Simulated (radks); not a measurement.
Problem. These are the eigenvalues of the occupied orbitals of an atom or ion with whole-number occupations (hartree). All-electron calculation, Dirac Kohn-Sham, PBE, spin-unpolarised, spherical densities, point nucleus. Program: a radial shooting solver on a logarithmic mesh with Libxc functionals.

orbital  eigenvalue
1s1/2     -129.4235
2s1/2     -12.98524
2p1/2     -10.36285
2p3/2     -10.25656
3s1/2      -1.29871
3p1/2      -0.69785
3p3/2      -0.68805
4s1/2      -0.08522

Which element is it, and in what charge state? The configuration may be excited. Open shells, if any, fill j = l - 1/2 first.

Solution. Z = 19, potassium, charge 0: K in [Ar] 4s1. The list shows which subshells hold electrons but not how many an open one holds; the 1s level, -129.42 hartree, gives Z - s = 16.1 by -(Z - s)^2/2, which with screening and relativity narrows Z to a few neighbours, and the depths of the outer levels then fix element, charge and occupations together.
